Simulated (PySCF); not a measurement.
# Computed spin Hamiltonian

C₆H₃N₂ (doublet state).
Structure used (GFN2-xTB), in Å, numbered top down from 1:
```xyz
11
C6H3N2 angstrom
C      3.8687   -0.5980    0.4198
C      2.6886   -0.4662    0.1301
C      1.3678   -0.5451    0.0147
N      0.3021   -0.2387   -0.4418
C     -0.9908   -0.1793   -0.6278
C     -1.8282    0.6217    0.1066
C     -3.1815    0.7177   -0.1844
N     -4.3081    0.8008   -0.4139
H      4.9098   -0.5666    0.5432
H     -1.3661   -0.7356   -1.4782
H     -1.4570    1.1920    0.9458
```

The hyperfine couplings belong to this conformer and change with its torsions.

As a line formula: `C#C/[C]=N/C=C/C#N` [radical].

Computed with UKS B3LYP, pcH-1 on C H N, non-relativistic, mean-field spin-orbit, GIAO in PySCF. One conformer (not necessarily the lowest) at the GFN2-xTB geometry, without solvent, vibrations or thermal averaging. The geometry wasn't refined by DFT: couplings that depend on bond lengths, twists or pyramidal angles can differ widely from those at the functional's own minimum. The frame is twisted about the N4–C5 bond at this geometry (dihedral C3–N4–C5–C6 = 83°); couplings at other torsion angles weren't computed. The SCF solution wasn't tested for stability. ⟨S²⟩ is 0.775 where a pure state has 0.75.

| Property | Result |
| --- | --- |
| g1, g2, g3 | 1.99679, 2.00216, 2.00319 |
| g_iso | 2.00071 |
| Form of g | rhombic: the two nearest values differ by 16 % of g3 − g1 |
| ⟨S²⟩ | 0.7752 (exact 0.7500) |

Hyperfine couplings atom by atom, in mT; T1 to T3 are the principal values of the dipolar part (MHz turned into mT with g_iso):

```tsv
atom	isotope	a_iso	T1	T2	T3	Mulliken spin population
C1	13C	1.26	-1.13	-0.88	2.01	0.37
C2	13C	-0.38	-0.56	-0.08	0.64	-0.13
C3	13C	3.21	-1.28	-1.13	2.41	0.40
N4	14N	-0.01	-0.33	-0.20	0.53	0.08
C5	13C	-0.37	-0.49	0.15	0.34	-0.10
C6	13C	0.95	-0.97	-0.93	1.91	0.34
C7	13C	-0.87	-0.28	-0.02	0.31	-0.08
N8	14N	0.13	-0.26	-0.20	0.45	0.15
H9	1H	-1.01	-0.52	-0.02	0.54	-0.02
H10	1H	-0.01	-0.11	-0.03	0.14	0.00
H11	1H	-0.80	-0.38	-0.03	0.41	-0.01
```

The Mulliken spin populations are largest on C3 (+0.40), C1 (+0.37), C6 (+0.34) and N8 (+0.15).

The SMILES `C#C/[C]=N/C=C/C#N` draws the unpaired electron on C3, whose computed spin population is only +0.40.

Axes: g1 points within 2° of the C6–C7 bond.

Under fast tumbling the dipolar parts average out, and these isotropic splittings remain: 1 × 1H (H9, I = 1/2, 2 lines) with 1.01 mT, 1 × 1H (H11, I = 1/2, 2 lines) with 0.80 mT and 1 × 14N (N8, I = 1, 3 lines) with 0.13 mT.

The 13C coupling of C3 (89.8 MHz) shows only in satellite lines or after enrichment, since that isotope makes up about 1.07 % of natural carbon.

The spin density at the nucleus, in bohr⁻³, is negative for C7 (-0.0218), C2 (-0.0094) and C5 (-0.0093), for instance. A restricted open-shell determinant has no negative spin density anywhere; here it arises because α and β orbitals differ (spin polarisation).
